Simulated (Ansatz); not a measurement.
PbSe₂⁻ (the lowest doublet isomer of a short search) was relaxed with r2SCAN-D4 (def2-TZVPD) in Ansatz in these states: charge -1 doublet, charge -1 quartet. The geometries follow in no particular order.

In the def2 sets Pb takes a core potential; there is no spin–orbit coupling.

A:

```xyz
3

Pb   -0.6486   -0.0337    0.3627
Se   -0.5883   -1.1449   -1.9214
Se    1.2370    1.1785    1.5587
```

B:

```xyz
3

Pb   -0.458    0.034    1.156
Se    1.727   -1.152    0.049
Se   -1.269    1.118   -1.205
```

Q: Judge from the bond lengths which geometry belongs to which state (an estimate).

A: A is the charge -1 doublet (Pb1–Se3 2.541 Å, Pb1–Se2 2.541 Å); B is the charge -1 quartet (Pb1–Se3 2.722 Å, Pb1–Se2 2.722 Å).

At r2SCAN-D4/def2-TZVPD the highest occupied level of the charge -1 quartet lies above zero (up to 0.83 eV). The electron is either unbound and held by the finite basis, or the level is raised by self-interaction error. At PBE0-D4/def2-TZVPD a doublet lies 1.84 eV below the charge -1 quartet. These are the stationary points nearest to one start from a short search; other shapes may lie lower in each state.
